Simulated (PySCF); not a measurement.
In(F)(Cl)(OH) (ClFHInO), SMILES [OH][In]([F])[Cl].

The structure is a stationary point at B3LYP-D3(BJ)/def2-SVP. The def2 effective core potentials stand for the cores of In; spin–orbit coupling is left out. The values are those of a single conformer.

Calculation: PySCF 2.14.0 with TDDFT-PBE0/def2-SVPD.

Vertical excitations. The molecule is in vacuum. State labels are in the subgroup Cs.

```tsv
state	symmetry	energy (eV)	λ (nm)	f	main pairs
S1	A"	4.79	259	0.004	HOMO→LUMO 96 %
S2	A'	5.08	244	0.023	HOMO−1→LUMO 95 %
S3	A"	5.27	235	0.019	HOMO−2→LUMO 95 %
S4	A'	5.84	212	0.082	HOMO−3→LUMO 78 %
S5	A'	6.34	196	0.033	HOMO−4→LUMO 63 %, HOMO−6→LUMO 25 %
S6	A"	6.34	195	0.024	HOMO−5→LUMO 98 %
S7	A"	6.74	184	0.001	HOMO−1→LUMO+1 99 %
S8	A'	6.82	182	0.029	HOMO−6→LUMO 32 %, HOMO→LUMO+1 32 %, HOMO−2→LUMO+1 20 %, HOMO−4→LUMO 14 %
S9	A"	7.26	171	0.002	HOMO−3→LUMO+1 99 %
S10	A'	7.37	168	0.160	HOMO→LUMO+1 38 %, HOMO−2→LUMO+1 35 %, HOMO−3→LUMO 11 %, HOMO−6→LUMO 7 %
T1	A"	4.36	284	0	HOMO→LUMO 89 %
T2	A'	4.56	272	0	HOMO−1→LUMO 85 %
T3	A"	4.86	255	0	HOMO−2→LUMO 89 %
T4	A'	4.94	251	0	HOMO−3→LUMO 84 %, HOMO−1→LUMO 13 %
```
Triplets are in the Tamm–Dancoff approximation, which puts them higher than full response would, so one can lie above its singlet here.
